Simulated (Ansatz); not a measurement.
Consider the formal exchange of groups at the Si–Cl bond: `Cl[SiH2]S[SiH](Cl)Cl` + CH₄ → `C[SiH](Cl)S[SiH2]Cl` + HCl.

Gas-phase electronic energies from Ansatz, PBE0-D4/def2-TZVP geometries. CBS: MP2 limit from def2 TZ/QZ plus the TZ coupled-cluster correction, frozen cores. This one scheme is used for every species. One conformer a species, not always the lowest.

```csv
level,ΔE (eV)
CCSD(T)/def2-TZVPP,0.87
HF/CBS(def2),0.96
```

What does CCSD(T)/CBS give? (Estimate.)

The calculation gave: +0.91 eV. The listed levels differ from it by -0.04, 0.05 eV.

Largest T1 diagnostic among the species: 0.010.

In def2-TZVPP, CCSD(T) changes the Hartree–Fock value by −0.09 eV (the triples alone add +0.00 eV) and MP2 by −0.03 eV.
